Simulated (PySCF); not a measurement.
**`F[C@H]1C[CH2][Ge@@H]1[F]`, C3H6F2Ge**

Geometry:
| atom | x (Å) | y (Å) | z (Å) |
| --- | --- | --- | --- |
| F1 | -0.039 | 2.382 | 0.157 |
| C2 | -0.106 | 1.066 | 0.540 |
| C3 | -1.066 | 0.236 | -0.327 |
| C4 | -0.326 | -1.106 | -0.475 |
| Ge5 | 1.401 | -0.217 | 0.063 |
| F6 | 2.117 | -0.951 | 1.510 |
| H7 | -0.365 | 1.062 | 1.603 |
| H8 | -2.059 | 0.137 | 0.107 |
| H9 | -1.160 | 0.729 | -1.295 |
| H10 | -0.623 | -1.822 | 0.291 |
| H11 | -0.440 | -1.573 | -1.449 |
| H12 | 2.668 | 0.056 | -0.751 |

The calculation used TDDFT CAM-B3LYP/def2-SVPD circular dichroism and optical rotation, one conformer, gas phase in PySCF 2.14.0. Geometry: GFN2-xTB.

The calculation is non-relativistic, which matters for the atoms heavier than Zn. States above about 9.3 eV (minus the energy of the highest occupied orbital) lie near or above the ionisation threshold and depend on the basis.

Stereocentres: C2 R, Ge5 S.

Problem. What is the specific rotation at 633, 589.3, 546, 436, 405, 365, 355 nm?

Solution. [α] in deg dm⁻¹ (g/mL)⁻¹:
```csv
λ (nm),origin-invariant length gauge,modified velocity gauge,length gauge (centre of mass),isotropic polarisability (au)
633,-32.4,-30.4,-32.1,65.7
589.3,-39.0,-36.5,-38.6,66.0
546,-47.8,-44.8,-47.4,66.3
436,-92.6,-86.7,-91.9,67.6
405,-118.1,-110.6,-117.2,68.2
365,-171.6,-160.8,-170.3,69.2
355,-191.0,-179.0,-189.6,69.5
```

Problem. And for the mirror image at 589.3 nm?

Solution. +39.0 deg dm⁻¹ (g/mL)⁻¹ (origin-invariant length gauge): the same size and the opposite sign.

Problem. What is the molar rotation [Φ] = [α]·M/100 of the geometry above at 589.3 nm?

Solution. With M = 152.71 g/mol, -59.5 deg cm² dmol⁻¹ (origin-invariant length gauge).

The first excitation lies at 6.27 eV (198 nm) with R = -28.8 × 10⁻⁴⁰ esu² cm² (velocity form).
